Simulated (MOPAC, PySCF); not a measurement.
[Zn(OH)(CH3)], neutral singlet in the gas phase. 

Cartesian coordinates (Å):
```xyz
7

Zn     0.0043    -0.0430    -0.0253
O      1.5994    -0.5195     0.6314
H      2.3285    -0.3535     0.0067
C     -1.7803     0.4172    -0.5903
H     -2.0214     1.4691    -0.3350
H     -2.5277    -0.2360    -0.0952
H     -1.8947     0.2937    -1.6864
```
Charge 0, multiplicity 1.

All levels are single points at this geometry (PBE-D3(BJ)/def2-SVP); Pople sets use spherical d functions. Orbital energies aren't observables, and empty levels follow the basis.

PBE/6-31G* (LANL2DZ on Zn) in PySCF gives dipole (D) = 1.82.

**Question.** Estimate the dipole (D) from each of these levels: TPSSh-D3(BJ)/def2-TZVP in PySCF; B3LYP/6-311+G** (LANL2DZ on Zn) in PySCF; B3LYP/LANL2DZ in PySCF; PM3 in MOPAC; PM7 in MOPAC.

**Answer.** 
```
level                                     dipole (D)
----------------------------------------  ----------
TPSSh-D3(BJ)/def2-TZVP in PySCF                 1.87
B3LYP/6-311+G** (LANL2DZ on Zn) in PySCF        2.27
B3LYP/LANL2DZ in PySCF                          2.37
PM3 in MOPAC                                    1.72
PM7 in MOPAC                                    3.24
```
